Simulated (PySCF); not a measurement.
# Te (tellurium, neutral) across methods

[Kr] 4d10 5s2 5p4, high-spin 3P determinant. All numbers are calculated (PySCF 2.14, scalar relativity through the core potential, in aug-cc-pwCVDZ-PP with ECP28MDF (6s5p4d1f, 48 functions)).

```tsv
method	E (hartree)	mean ε 5s β (eV)	mean ε 5p α (eV)	mean ε 5p β (eV)	Σ⟨r²⟩ (bohr²)	⟨S²⟩
LDA	-267.5800	-14.809	-6.564	-5.342	59.85	2.001
PBE	-267.9676	-14.397	-6.482	-5.200	59.94	2.002
UHF	-266.99894	-18.152	-10.335	-8.375	60.33	2.009
BP86	-268.1059	-14.599	-6.576	-5.363	59.84	2.002
wB97M-V	-267.9535	-18.073	-9.663	-8.306	59.95	2.003
M06	-268.0399	-15.709	-7.391	-6.050	60.19	2.002
M06-L	-268.1395	-14.375	-6.496	-5.240	60.17	2.003
PBE0	-267.9889	-15.620	-7.626	-6.215	59.67	2.003
r2SCAN	-268.0822	-14.493	-6.868	-5.438	59.53	2.004
```

Energies and moments cover only the electrons outside the core potential.
